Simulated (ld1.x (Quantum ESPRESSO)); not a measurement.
**I (Z = 53): one change to a PAW potential, before and after**

iodine (I), PAW, made with ld1.x (Quantum ESPRESSO) 7.5 (PBEsol, scalar-relativistic). Core [Ar] 3d10, reference 4s2 4p6 4d10 5s2 5p4 (charge +1). Waves: 4s (bound): rcut 1.30, rcutus 1.50 bohr; 5s (bound): rcut 1.30, rcutus 1.50 bohr; 4p (bound): rcut 1.30, rcutus 1.40 bohr; 5p (bound): rcut 1.30, rcutus 1.40 bohr; 4d (bound): rcut 0.90, rcutus 1.10 bohr; 4d channel at -3.85 Ry: rcut 0.90, rcutus 1.10 bohr. Local part: all-electron potential smoothed inside 1.45 bohr (lloc = -1). Core correction: Bessel-smoothed model core inside 0.95 bohr. Augmentation charge: BESSEL, radius 0.95 bohr.

All-electron outer shells of the reference configuration (PBEsol, scalar-relativistic, ld1.x):

```tsv
shell	level (eV)	outermost node (bohr)	outermost maximum (bohr)
3d	-615.53	–	0.23
4s	-189.91	0.37	0.68
4p	-136.95	0.37	0.72
4d	-59.75	0.35	0.78
5s	-26.31	0.88	1.70
5p	-15.38	0.96	1.97
```

Change: waves 4p (bound): rcut 1.08, rcutus 1.14 bohr; 5p (bound): rcut 1.08, rcutus 1.14 bohr.

Cutoffs: the cutoffs (Ry, on a coarse ladder) from which the occupation-weighted sum of valence levels, in a spherical-Bessel basis at the reference potential, stays within 10 and 1 mRy of its value at 400 Ry; they do not see the model core or the augmentation charge, which bear on the density cutoff. Errors are all-electron minus pseudo energies relative to the spin-unpolarised reference configuration.

Question: Predict the effect on cutoff, ghosts and configuration errors.

Answer: The potential gets neither clearly harder nor softer (140 Ry and 230 Ry → 140 Ry and 230 Ry); of the 7 tests that both files solve, the error grows in 2 and shrinks in 4 by more than 15 % and 0.3 meV (median size 4.4 → 3.8 meV); the range in which the p phases agree widens (upper end 0.8 → at the end of the scan); neither file shows a bound ghost.

| quantity | base | changed |
| --- | --- | --- |
| cutoff, loose | 140 Ry | 140 Ry |
| cutoff, tight | 230 Ry | 230 Ry |
| loose cutoff by channel (10 mRy a level) | s 25 Ry, p 70 Ry, d 80 Ry | s 25 Ry, p 80 Ry, d 80 Ry |
| bound ghosts | none | none |
| error for 4s2 4p6 4d10 5s2 5p5, meV [ΔE -11.15 eV] | +3.6 | +2.6 |
| error for 4s2 4p6 4d10 5s2 5p3, meV [ΔE 19.88 eV] | -3.6 | -3.8 |
| error for 4s2 4p6 4d10 5s2 5p2, meV [ΔE 49.27 eV] | -5.4 | -7.0 |
| error for 4s2 4p6 4d10 5s2 5p1, meV [ΔE 88.76 eV] | -3.1 | -7.1 |
| error for 4s2 4p6 4d10 5s2 5p5.3, meV [ΔE -12.94 eV] | +4.4 | +3.1 |
| error for 4s2 4p6 4d10 5s1 5p5, meV [ΔE 11.01 eV] | +6.4 | +0.5 |
| error for 4s2 4p6 4d9 5s2 5p5, meV [ΔE 47.03 eV] | +165 | +15 |
| s: phases at 1.65 bohr within 0.05 rad from the reference energy up to (Ry; the scan ends near 5) | 2.6 | 2.6 |
| p: phases at 1.65 bohr within 0.05 rad from the reference energy up to (Ry; the scan ends near 5) | 0.8 | to the end of the scan |
| d: phases at 1.65 bohr within 0.05 rad from the reference energy up to (Ry; the scan ends near 5) | to the end of the scan | to the end of the scan |
| lowest overlap eigenvalue by channel | s 0.59, p 0.06, d 0.87 | s 0.59, p 0.18, d 0.87 |
